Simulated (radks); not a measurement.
Effect of the nuclear size on neutral hafnium, [Xe] 4f14 5d2 6s2. All-electron calculation, Dirac Kohn-Sham, LDA (Slater exchange, Perdew-Wang correlation), spin-unpolarised, spherical densities, finite nucleus; open shells are shared between the two j in proportion to 2j + 1; Fermi nuclear charge, rms radius 5.347 fm. Program: a radial shooting solver on a logarithmic mesh with Libxc functionals. The rms radius is varied about that value; shifts are against it.

| rms radius (fm) | total energy shift (eV) | density at nucleus (e/bohr^3) | 1s1/2 shift (meV) | 2s1/2 shift (meV) | 5p1/2 shift (meV) | 6s1/2 shift (meV) | 5d5/2 shift (meV) | 6p1/2 (empty) shift (meV) |
|---|---|---|---|---|---|---|---|---|
| 4.8016 | -9.35 | 1.247e+06 | -3810 | -526 | 0.328 | -0.282 | 0.256 | 0.103 |
| 5.0903 | -4.49 | 1.223e+06 | -1830 | -253 | 0.157 | -0.135 | 0.123 | 0.049 |
| 5.347 | 0 | 1.204e+06 | 0.000 | 0.000 | 0.000 | 0.000 | 0.000 | 0.000 |
| 5.7801 | 7.91 | 1.174e+06 | 3220 | 445 | -0.277 | 0.239 | -0.216 | -0.087 |
| 5.9779 | 11.7 | 1.161e+06 | 4740 | 656 | -0.408 | 0.352 | -0.319 | -0.128 |

Slopes of the eigenvalues against <r^2> in GHz/fm^2, as finite differences over the two radii next to the reference (eigenvalue slopes, not the field-shift constants of lines): 1s1/2 163000, 2s1/2 22500, 5p1/2 -14.0, 6s1/2 12.1, 5d5/2 -10.9, 6p1/2 (empty) -4.39.
